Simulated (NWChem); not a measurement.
# hydrogen selenide (H$_{2}$Se); SMILES [SeH2]

All runs: NWChem. Geometry: optimised at PBE0-D3(BJ)/def2-TZVP. Vertical excitations in the gas phase; the lowest state need not have the same character in each row.

```json
[
 {"level": "PBE/aug-cc-pVDZ, TDA", "lowest excitation, singlet (eV)": "___", "lowest state with f > 0.02, singlet (eV)": "___", "lowest triplet (eV)": "___", "orbital gap (eV)": "___"},
 {"level": "B3LYP/aug-cc-pVDZ, TDA", "lowest excitation, singlet (eV)": "5.21", "lowest state with f > 0.02, singlet (eV)": "5.21", "lowest triplet (eV)": "4.76", "orbital gap (eV)": "6.18"},
 {"level": "PBE0/aug-cc-pVDZ, TDA", "lowest excitation, singlet (eV)": "5.35", "lowest state with f > 0.02, singlet (eV)": "5.44", "lowest triplet (eV)": "4.83", "orbital gap (eV)": "6.70"},
 {"level": "Hartree-Fock/aug-cc-pVDZ, CIS", "lowest excitation, singlet (eV)": "5.57", "lowest state with f > 0.02, singlet (eV)": "5.98", "lowest triplet (eV)": "4.90", "orbital gap (eV)": "10.71"}
]
```

Question: Some entries are withheld; supply them.

Answer: 
- PBE/aug-cc-pVDZ, TDA, lowest excitation, singlet (eV): 5.05
- PBE/aug-cc-pVDZ, TDA, lowest state with f > 0.02, singlet (eV): 5.05
- PBE/aug-cc-pVDZ, TDA, lowest triplet (eV): 4.71
- PBE/aug-cc-pVDZ, TDA, orbital gap (eV): 4.92
